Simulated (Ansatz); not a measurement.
One change: `CBCC` becomes `CBCCO`.

Ansatz, PBE0-D4/def2-TZVP geometries, multiplicity 1. Each molecule was computed in one conformer, which needn't be the lowest.

```csv
property,`CBCC`
LUMO energy (PBE0/def2-TZVPP) / eV,-0.59
HOMO–LUMO gap (B3LYP/def2-TZVPP) / eV,7.38
HOMO energy (PBE0/def2-TZVPP) / eV,-8.38
zero-point energy (PBE0-D4/def2-TZVP) / kJ/mol,297.4
size of the dipole moment (ωB97M-V/def2-TZVPP) / D,0.37
LUMO energy (PBE/def2-TZVPP) / eV,-1.61
```

Q: What does the change do to each property? (An estimate is asked.)

A: Computed: 
```json
{"property": "LUMO energy (PBE0/def2-TZVPP) / eV", "`CBCCO`": "-0.80", "shift": "-0.21"}
{"property": "HOMO–LUMO gap (B3LYP/def2-TZVPP) / eV", "`CBCCO`": "6.40", "shift": "-0.98"}
{"property": "HOMO energy (PBE0/def2-TZVPP) / eV", "`CBCCO`": "-7.66", "shift": "0.72"}
{"property": "zero-point energy (PBE0-D4/def2-TZVP) / kJ/mol", "`CBCCO`": "311.6", "shift": "14.2"}
{"property": "size of the dipole moment (ωB97M-V/def2-TZVPP) / D", "`CBCCO`": "1.41", "shift": "1.04"}
{"property": "LUMO energy (PBE/def2-TZVPP) / eV", "`CBCCO`": "-1.82", "shift": "-0.21"}
```

With PBE0 the HOMO rises by 0.72 eV and the LUMO falls by 0.21 eV, so the gap narrows by about 0.93 eV. PBE moves the HOMO by 0.98 eV and ωB97M-V by 0.62 eV. The zero-point energy changes by 14.2 kJ/mol with +3 modes. Dipoles are sizes alone; their direction can turn.

B3LYP here is the variant with VWN-RPA as its local correlation; programs differ in this.
